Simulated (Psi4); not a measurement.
C₄H₉Cl₃Sn (SMILES CCC[CH2][Sn]([Cl])([Cl])[Cl]), singlet, geometry from GFN2-xTB (such geometries of metal compounds can be far from the true shape) (all electrons, no relativity); CAM-B3LYP/STO-3G in Psi4.

The Psi4 input:
```
memory 2 GB

molecule mol {
0 1
C    -4.391860   -0.362715   -0.122096
C    -2.979753   -0.397341   -0.689992
C    -2.185873   -1.580370   -0.145812
C    -0.801153   -1.687628   -0.713546
Sn    0.583888   -0.006596   -0.016441
Cl    0.704224    1.830881   -1.472699
Cl   -0.058770    0.868695    2.065512
Cl    2.801128   -0.717010    0.268109
H    -4.933809   -1.269259   -0.383940
H    -4.938858    0.489283   -0.516646
H    -4.363698   -0.279109    0.961719
H    -2.464284    0.531537   -0.427279
H    -3.021948   -0.458313   -1.779697
H    -2.149830   -1.526486    0.945238
H    -2.709678   -2.509717   -0.401691
H    -0.274357   -2.580087   -0.386092
H    -0.777998   -1.603365   -1.796580
}

set {
  basis sto-3g
  reference rks
  scf_type pk
}

energy('cam-b3lyp')
print_variables()
```

It wrote (shortened):

```
   => Loading Basis Set <=

    Name: STO-3G
    Role: ORBITAL
    Keyword: BASIS

         ---------------------------------------------------------
                                   SCF
               by Justin Turney, Rob Parrish, Andy Simmonett
                          and Daniel G. A. Smith
                              RKS Reference
         ---------------------------------------------------------

  ==> Geometry <==

    Molecular point group: c1
    Full point group: C1

    Geometry (in Angstrom), charge = 0, multiplicity = 1:

       Center              X                  Y                   Z               Mass
    ------------   -----------------  -----------------  -----------------  -----------------
         C           -4.535161664679    -0.401465594537    -0.137216680144    12.000000000000
         C           -3.123054664679    -0.436091594537    -0.705112680144    12.000000000000
         C           -2.329174664679    -1.619120594537    -0.160932680144    12.000000000000
         C           -0.944454664679    -1.726378594537    -0.728666680144    12.000000000000
         SN           0.440586335321    -0.045346594537    -0.031561680144   119.902201630000
         CL           0.560922335321     1.792130405463    -1.487819680144    34.968852682000
         CL          -0.202071664679     0.829944405463     2.050391319856    34.968852682000
         CL           2.657826335321    -0.755760594537     0.252988319856    34.968852682000
         H           -5.077110664679    -1.308009594537    -0.399060680144     1.007825032230
         H           -5.082159664679     0.450532405463    -0.531766680144     1.007825032230
         H           -4.506999664679    -0.317859594537     0.946598319856     1.007825032230
         H           -2.607585664679     0.492786405463    -0.442399680144     1.007825032230
         H           -3.165249664679    -0.497063594537    -1.794817680144     1.007825032230
         H           -2.293131664679    -1.565236594537     0.930117319856     1.007825032230
         H           -2.852979664679    -2.548467594537    -0.416811680144     1.007825032230
         H           -0.417658664679    -2.618837594537    -0.401212680144     1.007825032230
         H           -0.921299664679    -1.642115594537    -1.811700680144     1.007825032230

  Running in c1 symmetry.

  Rotational constants: A =      0.03470  B =      0.01585  C =      0.01533 [cm^-1]
  Rotational constants: A =   1040.20828  B =    475.23109  C =    459.52243 [MHz]
  Nuclear repulsion = 1268.405929760320760

  Charge       = 0
  Multiplicity = 1
  Electrons    = 134
  Nalpha       = 67
  Nbeta        = 67

  ==> Algorithm <==

  SCF Algorithm Type is PK.
  DIIS enabled.
  MOM disabled.
  Fractional occupation disabled.
  Guess Type is SAD.
  Energy threshold   = 1.00e-06
  Density threshold  = 1.00e-06
  Integral threshold = 1.00e-12

  ==> Primary Basis <==

  Basis Set: STO-3G
    Blend: STO-3G
    Number of shells: 47
    Number of basis functions: 83
    Number of Cartesian functions: 85
    Spherical Harmonics?: true
    Max angular momentum: 2

  ==> DFT Potential <==

   => LibXC <=

    Version 7.1.2
    S. Lehtola, C. Steigemann, M. J. T. Oliveira, and M. A. L. Marques,  SoftwareX 7, 1–5 (2018) (10.1016/j.softx.2017.11.002)

   => Composite Functional: CAM-B3LYP <=

    CAM-B3LYP Hyb-GGA Exchange-Correlation Functional

    T. Yanai, D. P. Tew, and N. C. Handy,  Chem. Phys. Lett. 393, 51 (2004) (10.1016/j.cplett.2004.06.011)

    Deriv               =              1
    GGA                 =           TRUE
    Meta                =          FALSE

    Exchange Hybrid     =           TRUE
    MP2 Hybrid          =          FALSE

   => Exchange Functionals <=

    0.3500         Becke 88 [omega = 0.3300]
    0.4600   Short-range recipe for B88 functional - erf [omega = 0.3300]

   => Exact (HF) Exchange <=

    0.4600            HF,LR [omega = 0.3300]
    0.1900               HF

[...]
      Number of primitives:            141
      Number of atomic orbitals:        85
      Number of basis functions:        83

      Integral cutoff                 1.00e-12
      Number of threads:                 1

  Performing in-core PK
  Using 18233523 doubles for integral storage.
  We computed 374672 shell quartets total.
  Whereas there are 636756 unique shell quartets.

  Computing range-separated integrals for PK
  We computed 374672 wK shell quartets total.
  Whereas there are 636756 wK unique shell quartets.

  ==> DiskJK: Disk-Based J/K Matrices <==

    J tasked:                  Yes
    K tasked:                  Yes
    wK tasked:                 Yes
    Omega:               3.300E-01
    Schwarz Cutoff:          1E-12

  Minimum eigenvalue in the overlap matrix is 1.9900982159E-01.
  Reciprocal condition number of the overlap matrix is 7.6501591653E-02.
    Using symmetric orthogonalization.

  ==> Pre-Iterations <==

  SCF Guess: Superposition of Atomic Densities via on-the-fly atomic UHF (no occupation information).

   -------------------------
    Irrep   Nso     Nmo
   -------------------------
     A         83      83
   -------------------------
    Total      83      83
   -------------------------

  ==> Iterations <==

                        Total Energy        Delta E     RMS |[F,P]|

   @RKS iter SAD: -7481.69934991650189   -7.48170e+03   0.00000e+00
   @RKS iter   1: -7487.00684651857227   -5.30750e+00   4.92548e-03 DIIS/ADIIS
   @RKS iter   2: -7487.09454303648999   -8.76965e-02   2.58705e-03 DIIS/ADIIS
   @RKS iter   3: -7487.12491626592782   -3.03732e-02   6.91672e-04 DIIS/ADIIS
   @RKS iter   4: -7487.12712697861571   -2.21071e-03   9.62875e-05 DIIS
   @RKS iter   5: -7487.12718084444896   -5.38658e-05   9.78444e-06 DIIS
   @RKS iter   6: -7487.12718146712177   -6.22673e-07   3.41160e-06 DIIS
   @RKS iter   7: -7487.12718152821708   -6.10953e-08   3.42779e-07 DIIS
  Energy and wave function converged.

  ==> Post-Iterations <==

   Electrons on quadrature grid:
      Ntotal   =  133.9998811887 ; deviation = -1.188e-04

    Orbital Energies [Eh]
    ---------------------

    Doubly Occupied:

[...]
      67A     -0.291957

    Virtual:

[...]
      83A      0.599952

    Final Occupation by Irrep:
              A
    DOCC [    67 ]
    NA   [    67 ]
    NB   [    67 ]

  @RKS Final Energy: -7487.12718152821708

   => Energetics <=

    Nuclear Repulsion Energy =           1268.4059297603207597
    One-Electron Energy =              -12872.9486057915328274
    Two-Electron Energy =                4327.3628509393647619
    DFT Exchange-Correlation Energy =    -209.9473564363709954
    Empirical Dispersion Energy =           0.0000000000000000
    VV10 Nonlocal Energy =                  0.0000000000000000
    Total Energy =                      -7487.1271815282170792

Computation Completed

Properties will be evaluated at   0.000000,   0.000000,   0.000000 [a0]

Properties computed using the SCF density matrix

 Multipole Moments:

 ------------------------------------------------------------------------------------
     Multipole            Electronic (a.u.)      Nuclear  (a.u.)        Total (a.u.)
 ------------------------------------------------------------------------------------

 L = 1.  Multiply by 2.5417464519 to convert [e a0] to [Debye]
 Dipole X            :         35.1440183          -36.2873205           -1.1433022
 Dipole Y            :          8.6072267           -9.8125875           -1.2053608
 Dipole Z            :          3.2799010           -3.8289463           -0.5490453
 Magnitude           :                                                    1.7497101

 ------------------------------------------------------------------------------------

  Variable Map:
  ----------------------------------------------------------------------------
[...]
  Array Variable Map:
  ----------------------------------------------------------------------------
[...]
[...]
```
